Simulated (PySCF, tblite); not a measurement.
Compound: C4H4F3P.
Numbering: `[F:1][C:2]([F:3])=[C:4]([F:5])[P:6]1[CH2:7][CH2:8]1` (hydrogens: H9, H10 on C7; H11, H12 on C8)

The geometry is computed with GFN2-xTB (gas phase).

Problem. List the bond lengths, angles and torsions at this level.

Solution. 
| bond | length (Å) | order |
| --- | --- | --- |
| F1–C2 | 1.324 | single |
| C2–F3 | 1.328 | single |
| C2=C4 | 1.328 | double |
| C4–F5 | 1.348 | single |
| C4–P6 | 1.842 | single |
| P6–C7, P6–C8 | 1.848 | single |
| C7–C8 | 1.499 | single |
| C7–H9 and 3 like bonds | 1.081 | single |

Bonds in one row agree within 0.01 Å and their mean is given. Orders are formal, as drawn. A selection of angles:
| angle | degrees |
| --- | --- |
| F1–C2–F3 | 110.9 |
| F1–C2–C4 | 127.3 |
| F3–C2–C4 | 121.8 |
| C2–C4–F5 | 118.9 |
| C2–C4–P6 | 120.8 |
| F5–C4–P6 | 120.3 |
| C4–P6–C7 | 97.4 |
| C7–P6–C8 | 47.8 |
| P6–C7–C8 | 66.1 |

Torsions: F1–C2–C4–F5 0° (synperiplanar); C2–C4–P6–C7 156° (antiperiplanar); C4–P6–C7–C8 93° (anticlinal); C4–P6–C8–C7 -93° (anticlinal).

Of the pairs four or more bonds apart, F5···H12 is among the closest relative to their van der Waals radii: 2.49 Å, 93 % of the sum of Bondi's values. The C–F distances run from 1.324 Å (F1–C2, drawn single) to 1.348 Å (C4–F5, drawn single), a spread of 0.024 Å. The 3-membered ring P6–C7–C8 has internal angles of 47.8° to 66.1°. P6 (phosphine phosphorus) is pyramidal (angles 97.4°, 97.4° and 47.8°, sum 242.6°, 1.15 Å off the plane of its three neighbours). The 2 C–C bonds span 1.328 Å (C2=C4, drawn double) to 1.499 Å (C7–C8, drawn single), a spread of 0.171 Å.

Point group: Cs (tolerance 0.08 Å). Its GFN2-xTB frequencies are all real (lowest 37 cm⁻¹). One conformer, not necessarily the lowest.
